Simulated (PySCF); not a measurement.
A structure optimised at PBE-D3(BJ)/def2-SVP, used in a PySCF frequency run:

```
Sn
H 1 1.7226
N 1 2.0568 2 111.23
H 3 1.0301 1 110.80 2 -90.86
H 3 1.0306 4 106.21 1 118.51
N 1 2.0577 2 110.40 3 116.59
H 6 1.0300 1 110.32 2 41.56
H 6 1.0301 7 105.87 1 -119.59
Br 1 2.5568 2 107.63 6 122.84
```
Charge 0, spin multiplicity 1.

Question: Write its SMILES and formula.

Answer: [NH2][SnH]([NH2])[Br], BrH5N2Sn

Question: What are its rotational constants (standard atomic weights)?

Answer: 4.1595, 1.1682, 1.0188 GHz
